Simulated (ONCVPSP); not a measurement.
# Pseudopotential generation for gallium (Ga): ONCV, BLYP, scalar-relativistic.

| Item | Value |
| --- | --- |
| Element | gallium |
| Generator | ONCVPSP 4.0.1 |
| Type | optimised norm-conserving Vanderbilt (ONCV) |
| Functional | BLYP |
| Relativity | scalar-relativistic |
| Frozen core | [Ne] |
| Valence charge | 21 |
| Reference configuration | 3s2 3p6 3d10 4s1.75 4p1.25 |
| Partial waves | 3s+4s: rc 0.90 bohr, ncon 4, nbas 8, qcut 15 1/bohr, 2 projectors; 3p+4p: rc 1.15 bohr, ncon 5, nbas 8, qcut 9.6 1/bohr, 2 projectors; 3d: rc 1.35 bohr, ncon 4, nbas 8, qcut 10.8 1/bohr, 2 projectors, debl 0.6 Ha |
| Local potential | polynomial inside 0.70 bohr (lpopt 5, dvloc0 0 Ha) |
| Core correction | Teter function, fcfact 2.25, rcfact 1.7 |

In the d channel the program set the typed energies aside and used -0.718, 0.250 Ha.

All-electron outer shells of the reference configuration (BLYP, scalar-relativistic, ld1.x):

```tsv
shell	level (eV)	outermost node (bohr)	outermost maximum (bohr)
2s	-1263.00	0.07	0.18
2p	-1099.76	–	0.15
3s	-148.31	0.27	0.56
3p	-99.14	0.24	0.56
3d	-19.53	–	0.53
4s	-9.20	0.81	1.87
4p	-2.71	0.87	2.50
```

Results:

```
Cutoffs needed             : 78 Ha and 124 Ha (the cutoffs (Ha) at which the residual kinetic energy of the hardest occupied pseudo-wave falls to 1 and 0.1 mHa per electron)
Ghost test                 : no bound ghost flagged; GHOST(+) flags only above 600 eV
Largest excitation error   : +170 meV (all-electron minus pseudo) for 3s2 3p6 3d9 4s2 4p1, out of 4 test configurations
rms error of d²Exc/dni dnj : 1.26 mHa without and 0.87 mHa with the model core
```

Generation and tests took about 6.5 s on one core of a shared server CPU.
